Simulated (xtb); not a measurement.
xtb input (GFN1-xTB):

```bash
xtb mol.xyz --gfn 1 --sp --chrg -1 --uhf 0
```
mol.xyz:
```
14

C      1.07047504     0.69372954     1.08426543
B      0.46359583    -0.24182661     0.13953698
C      1.07296706    -1.70637452    -0.17874205
N     -0.76705311     0.04730652    -0.64671354
C     -1.57611342     1.19981100    -0.34478124
H      0.67036195     1.67668251     1.33473297
H      2.00747154     0.47178168     1.59549331
H      0.35895174    -2.51385495     0.04911772
H      1.97651431    -1.90506797     0.40613208
H      1.33422354    -1.82550449    -1.24042495
H     -1.32715795    -0.75975923    -0.88197765
H     -0.96536475     2.10450502    -0.42934975
H     -1.99385792     1.20797062     0.68018516
H     -2.41372190     1.29823796    -1.04905184
```

End of the output:

```
         :::::::::::::::::::::::::::::::::::::::::::::::::::::
         ::                     SUMMARY                     ::
         :::::::::::::::::::::::::::::::::::::::::::::::::::::
         :: total energy             -16.018223779935 Eh    ::
         :: gradient norm              0.037948413453 Eh/a0 ::
         :: HOMO-LUMO gap              4.121327908736 eV    ::
         ::.................................................::
         :: SCC energy               -16.225256536069 Eh    ::
         :: -> electrostatic           0.141267113750 Eh    ::
         :: repulsion energy           0.211350637443 Eh    ::
         :: dispersion energy         -0.004317881308 Eh    ::
         :: halogen bond corr.         0.000000000000 Eh    ::
         :: add. restraining           0.000000000000 Eh    ::
         :: total charge              -1.000000000000 e     ::
         :::::::::::::::::::::::::::::::::::::::::::::::::::::

           -------------------------------------------------
          |                Property Printout                |
           -------------------------------------------------

    * Orbital Energies and Occupations

         #    Occupation            Energy/Eh            Energy/eV
      -------------------------------------------------------------
         1        2.0000           -0.5350893             -14.5605
       ...           ...                  ...                  ...
         3        2.0000           -0.4126051             -11.2276
         4        2.0000           -0.3706893             -10.0870
         5        2.0000           -0.3517117              -9.5706
         6        2.0000           -0.3406210              -9.2688
         7        2.0000           -0.3272109              -8.9039
         8        2.0000           -0.3091238              -8.4117
         9        2.0000           -0.3068745              -8.3505
        10        2.0000           -0.3027894              -8.2393
        11        2.0000           -0.2610572              -7.1037
        12        2.0000           -0.2367368              -6.4419
        13        2.0000           -0.2125678              -5.7843
        14        2.0000           -0.1890230              -5.1436
        15        2.0000           -0.1138250              -3.0973 (HOMO)
        16                          0.0376310               1.0240 (LUMO)
Note: The following floating-point exceptions are signalling: IEEE_DENORMAL
normal termination of xtb
        17                          0.0682368               1.8568
        18                          0.0802596               2.1840
        19                          0.0911254               2.4796
        20                          0.1062039               2.8900
        21                          0.1197496               3.2586
        22                          0.1362420               3.7073
        23                          0.1405762               3.8253
        24                          0.1552766               4.2253
        25                          0.1988828               5.4119
        26                          0.3022630               8.2250
       ...                                ...                  ...
        38                          0.8532326              23.2176
      -------------------------------------------------------------
                  HL-Gap            0.1514560 Eh            4.1213 eV
             Fermi-level           -0.0380970 Eh           -1.0367 eV

  Mulliken/CM5 charges         n(s)   n(p)   n(d)
     1C    -0.47907 -0.49298   1.027  3.452  0.000
     2B     0.11270 -0.07164   0.941  1.946  0.000
     3C    -0.17397 -0.25784   1.025  3.149  0.000
     4N    -0.47821 -0.77374   1.448  4.030  0.000
     5C     0.08479  0.00374   0.965  2.951  0.000
     6H    -0.03194  0.02500   1.032  0.000  0.000
     7H    -0.03763  0.01844   1.038  0.000  0.000
     8H    -0.03175  0.02347   1.032  0.000  0.000
     9H    -0.01924  0.03608   1.019  0.000  0.000
    10H    -0.02789  0.02762   1.028  0.000  0.000
    11H     0.14698  0.34601   0.853  0.000  0.000
    12H    -0.00099  0.06169   1.001  0.000  0.000
    13H    -0.02118  0.03741   1.021  0.000  0.000
    14H    -0.04258  0.01673   1.043  0.000  0.000

Wiberg/Mayer (AO) data.
largest (>0.10) Wiberg bond orders for each atom

 ---------------------------------------------------------------------------
     #   Z sym  total        # sym  WBO       # sym  WBO       # sym  WBO
 ---------------------------------------------------------------------------
     1   6 C    3.756 --     2 B    1.676     7 H    0.983     6 H    0.978
     2   5 B    3.586 --     1 C    1.676     4 N    0.936     3 C    0.927
     3   6 C    3.924 --     9 H    0.989    10 H    0.984     8 H    0.984
                             2 B    0.927
     4   7 N    3.025 --     5 C    1.011    11 H    0.957     2 B    0.936
     5   6 C    3.992 --     4 N    1.011    14 H    0.989    12 H    0.987
                            13 H    0.978
     6   1 H    1.003 --     1 C    0.978
     7   1 H    1.006 --     1 C    0.983
     8   1 H    1.011 --     3 C    0.984
     9   1 H    1.012 --     3 C    0.989
    10   1 H    1.012 --     3 C    0.984
    11   1 H    0.990 --     4 N    0.957
    12   1 H    1.025 --     5 C    0.987
    13   1 H    1.015 --     5 C    0.978
    14   1 H    1.019 --     5 C    0.989
 ---------------------------------------------------------------------------

Topologies differ in total number of bonds
Writing topology from bond orders to xtbtopo.mol

 dipole moment from electron density (au)
     X       Y       Z
  -1.5297  -0.4218  -0.7591  total (Debye):    4.471

           -------------------------------------------------
          | TOTAL ENERGY              -16.018223779935 Eh   |
          | GRADIENT NORM               0.037948413453 Eh/α |
          | HOMO-LUMO GAP               4.121327908736 eV   |
           -------------------------------------------------

------------------------------------------------------------------------
------------------------------------------------------------------------
 total:
 SCF:
```

It need not be the lowest isomer of its formula. Whether it binds its extra electron was not tested at this geometry.
